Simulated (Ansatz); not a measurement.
Cost and result for the atomization energy of `O[SiH2][NH][GeH2][OH]` (12 atoms, 11 bonds).

Z-matrix (Å, degrees):
```
Si
N 1 1.729
O 1 1.638 2 108.4
H 1 1.490 2 106.8 3 123.6
H 1 1.484 2 113.5 3 -116.5
Ge 2 1.816 1 123.7 3 16.8
H 2 1.009 1 117.3 3 -137.8
H 3 0.967 1 114.5 2 30.2
O 6 1.800 2 104.1 1 -50.1
H 6 1.537 2 109.3 1 -167.6
H 6 1.537 2 112.5 1 65.6
H 9 0.960 6 113.5 2 159.5
```

Total charge 0; spin multiplicity 1. Correlated methods include outer-core shells of Ge, which these sets cover unevenly. Scalar relativity is left out up to krypton. The geometry is a stationary point of PBE0-D4/def2-TZVP. It is one conformer, not always the lowest. Program: Ansatz. All runs use 2 threads of an AMD EPYC 7R13 on a shared host and a share of an NVIDIA H100 80 GB. Times are those of one run each, without the atoms' runs, and a repeat can differ threefold. Electronic energies, without spin–orbit coupling; frozen cores. CCSD(T)/CBS adds CCSD(T) − MP2 in def2-TZVPP to the MP2 limit, and its time is that of the two runs behind it. T1 = 0.012. With those shells the extrapolation isn't a true limit. B3LYP takes the VWN-RPA correlation (the form of Gaussian; ORCA's B3LYP/G).

CCSD(T)/CBS is a level of theory with its own doubt, some kJ/mol a heavy atom from the limit and from the frozen cores, so smaller differences don't rank the functionals.

```tsv
level	functions	wall time
PBE-D4/def2-TZVPP (with forces)	281	2.2 s
r2SCAN-D4/def2-TZVPP (with forces)	281	2.3 s
PBE0-D4/def2-TZVPP	281	3.1 s
B3LYP-D4/def2-TZVPP (with forces)	281	3.5 s
B2PLYP/def2-TZVPP	281	3.8 s
MP2/def2-QZVPP	540	4.6 s
ωB97X-V/def2-TZVPP	281	5.5 s
CCSD(T)/def2-TZVPP	281	5.5 s
ωB97M-V/def2-TZVPP (with forces)	281	8 s
CCSD(T)/CBS(def2)	–	10 s
```

(1) What atomization energy does each give, and how far from CCSD(T)/CBS? (Best estimate.)

## Answers

(1) Computed: 
| level | atomization (kcal/mol) | difference from CCSD(T)/CBS | per bond |
| --- | --- | --- | --- |
| PBE-D4/def2-TZVPP (with forces) | 977.6 | -3.2 | -0.3 |
| r2SCAN-D4/def2-TZVPP (with forces) | 971.0 | -9.8 | -0.9 |
| PBE0-D4/def2-TZVPP | 958.9 | -21.9 | -2.0 |
| B3LYP-D4/def2-TZVPP (with forces) | 969.7 | -11.1 | -1.0 |
| B2PLYP/def2-TZVPP | 961.5 | -19.3 | -1.8 |
| MP2/def2-QZVPP | 983.3 | 2.5 | 0.2 |
| ωB97X-V/def2-TZVPP | 979.7 | -1.1 | -0.1 |
| CCSD(T)/def2-TZVPP | 951.8 | -29.0 | -2.6 |
| ωB97M-V/def2-TZVPP (with forces) | 974.7 | -6.1 | -0.6 |
| CCSD(T)/CBS(def2) | 980.8 | 0.0 | 0.0 |

The D4 term adds +10.7 kcal/mol with B3LYP and +5.6 kcal/mol with PBE0; it sums over pairs of atoms, weighted by their polarisabilities, and B3LYP, whose exchange is more repulsive, gets the larger term. From PBE to PBE0 (25 % exact exchange), in def2-TZVPP and without D4, the atomization energy moves by −17.7 kcal/mol: exact exchange takes away binding that semilocal exchange gives to molecules. In def2-TZVPP, CCSD(T) changes the Hartree–Fock value by +276.3 kcal/mol (the triples alone add +14.7 kcal/mol) and MP2 by +290.5 kcal/mol; breaking electron pairs costs correlation energy, which Hartree–Fock lacks.
